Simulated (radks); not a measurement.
Spherical quantum dot in the effective-mass picture: electrons in a hard-walled sphere of radius 3.54, all in effective atomic units (hartree* = m*/eps^2 hartree, bohr* = eps/m* bohr), one dielectric constant everywhere. Calculated with a radial shooting solver with Libxc functionals: non-relativistic Kohn-Sham, r2SCAN, spin-polarised, spherical densities, generalised Kohn-Sham scheme. Levels are named by radial order and angular momentum (1s, 1p, 1d, 2s, ...), and open shells are averaged over m. Results are scaled to m* = 0.165 and eps = 13.3, for which hartree* = 25.38 meV and bohr* = 4.265 nm.

N = 40, configuration 1s2 1p6 1d10 1f14 1g(up 8, down 0). This is the lowest configuration that the search found. Occupied levels:

level    occupation  eigenvalue (meV)  <r> (nm)
1s up             1            364.01     10.83
1s down           1            365.99     10.73
1p up             3            368.65     11.05
1p down           3            370.79     10.99
1d up             5            377.16     11.28
1d down           5            379.52     11.23
1f up             7            389.18     11.49
1f down           7            391.76     11.46
1g up             8            404.44     11.67

Energy (meV): total 8536.36, kinetic 2019.1, external 0, Hartree 7106.5, exchange-correlation -589.29.
